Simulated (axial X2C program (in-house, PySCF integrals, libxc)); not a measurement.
Values are calculated unless marked as measured or tabulated.
## SrF⁺: input and output

Program: an axial X2C code built on PySCF integrals.

Input file and command:
```json
{
 "zs": [
  38,
  9
 ],
 "q": 1,
 "bas": [
  "dyall-v4z",
  "dyall-v4z"
 ],
 "levels": [
  "PBE0",
  "HF",
  "M06",
  "PBEsol"
 ],
 "cc": false,
 "r0": 2.49,
 "npts": 10,
 "nst": 2,
 "ntry": 6
}
```
```bash
python so2c.py task.json out
```

Keys: zs atomic numbers; q charge; bas basis sets; levels methods; cc coupled cluster on or off; r0 starting distance in Å; npts points on the curve; nst determinants followed; ntry starts of the search. HF also brings MP2.

Output of the PBE0 step, scalar-relativistic, at R = 1.991 Å for the state M_S = 0, Λ = 0. It starts from the PBE0 orbitals of the search at 1.991 Å.

```
spin-free X2C-1e  PBE0
basis functions 218  fitting functions 1037  grid points 5078
iter        total energy     max residual
   1      -3278.751686858     4.28e-07
   2      -3278.751686858     8.37e-07
converged
one-electron -4711.01051412  Coulomb 1457.36903158  exact exchange -28.51429541  xc functional -87.49425453  nuclear repulsion 90.89834562
```
Energies are in hartree; totals compare only within one Hamiltonian and basis.
